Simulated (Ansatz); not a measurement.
Reaction (ligand exchange at a Ge–C bond): `BS[CH2][GeH3]` + `[SiH3][SiH2]S` → `[SiH3][SiH2][S][GeH3]` + `BSC`

Gas-phase electronic energies from Ansatz, PBE0-D4/def2-TZVP geometries. CCSD(T)/CBS adds triple-zeta CCSD(T) − MP2 to the extrapolated MP2 energy (def2 sets, frozen cores). DFT in def2-TZVPP. B3LYP here is the variant with VWN-RPA as its local correlation; programs differ in this. For Ge outer-core shells are correlated without core-valence functions, which leaves a few kJ/mol of doubt a bond. Scalar relativity is left out up to krypton. One conformer a species, not always the lowest.

(1) Is it downhill or uphill in electronic energy at CCSD(T)/CBS, and by how much? (Estimate.)

(2) What do these levels give: B3LYP-D4, ωB97M-V, r2SCAN, B3LYP, HF/def2-TZVPP, MP2/def2-TZVPP, CCSD/def2-TZVPP, CCSD(T)/def2-TZVPP, HF/def2-QZVPP, MP2/def2-QZVPP, HF/CBS(def2), MP2/CBS(def2)? (Best estimate.)

Largest T1 diagnostic among the species: 0.014.

Answers

(1) Computed: Downhill: ΔE = -66.0 kJ/mol.

(2) The calculation gave: B3LYP-D4 -71.2, ωB97M-V -68.1, r2SCAN -70.7, B3LYP -68.6, HF/def2-TZVPP -73.0, MP2/def2-TZVPP -66.8, CCSD/def2-TZVPP -64.2, CCSD(T)/def2-TZVPP -64.6, HF/def2-QZVPP -73.1, MP2/def2-QZVPP -67.6, HF/CBS(def2) -73.1, MP2/CBS(def2) -68.1 kJ/mol.

In def2-TZVPP, CCSD(T) changes the Hartree–Fock value by +8.4 kJ/mol (the triples alone add −0.4 kJ/mol) and MP2 by +6.2 kJ/mol.
